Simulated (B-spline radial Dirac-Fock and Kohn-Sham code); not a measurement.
Pd: computed levels beside tabulated edges

Model: ΔSCF Dirac-Fock with Breit, self-energy and vacuum polarisation, finite nucleus, configuration average. Program: an atomic code on a B-spline grid. No correlation.

Two models are given for [Kr] 4d10. In the first the electron is removed to infinity. In the second it is placed in the 5s shell, so that the atom stays neutral; this mimics a hole screened by valence charge, or the onset of absorption below the ionisation limit. The tabulated edges (Elam, Ravel and Sieber, Radiat. Phys. Chem. 63, 121 (2002)) refer to the element in its standard state, with the Fermi level as zero for a metal.

```
level  ionised (eV)  screened (eV)  tabulated (eV)  ionised − table  screened − table
   1s       24355.1        24348.9         24350.0             +5.1              -1.1
   2s        3615.7         3609.6          3604.0            +11.7              +5.6
2p1/2        3336.7         3330.5          3330.0             +6.7              +0.5
2p3/2        3179.5         3173.4          3173.0             +6.5              +0.4
   3s         678.1          671.9           671.6             +6.5              +0.3
3p1/2         567.6          561.4           559.9             +7.7              +1.5
3p3/2         539.5          533.3           532.3             +7.2              +1.0
3d3/2         345.3          339.1           340.5             +4.8              -1.4
3d5/2         339.9          333.7           335.2             +4.7              -1.5
4p1/2         63.75          57.44           55.70             +8.0              +1.7
4p3/2         59.40          53.09           50.90             +8.5              +2.2
```

The screened model lies closer: the mean absolute deviations are 7.0 eV (ionised) and 1.6 eV (screened). Screening lowers the levels by 6.2 eV on average.
